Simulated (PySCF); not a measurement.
InI, SMILES [I][In] (connectivity only; charge and spin as stated), neutral, multiplicity 1. Atoms are numbered in the order given.

```xyz
2

In     0.0000     0.0000    -1.4379
I      0.0000     0.0000     1.3294
```
Charge 0, spin multiplicity 1.

Geometry: r2SCAN-D4/def2-TZVP. The def2 effective core potentials stand for the cores of I, In; spin–orbit coupling is left out.

Calculation: r2SCAN/def2-TZVPD (PySCF).

Mulliken values depend strongly on the basis, most of all with diffuse functions as here. ESP charges are fitted to the potential on shells at 1.4 to 2.0 van der Waals radii. Atomic charges (e):

```csv
atom,ESP fit,Mulliken
In1,0.27,0.43
I2,-0.27,-0.43
```
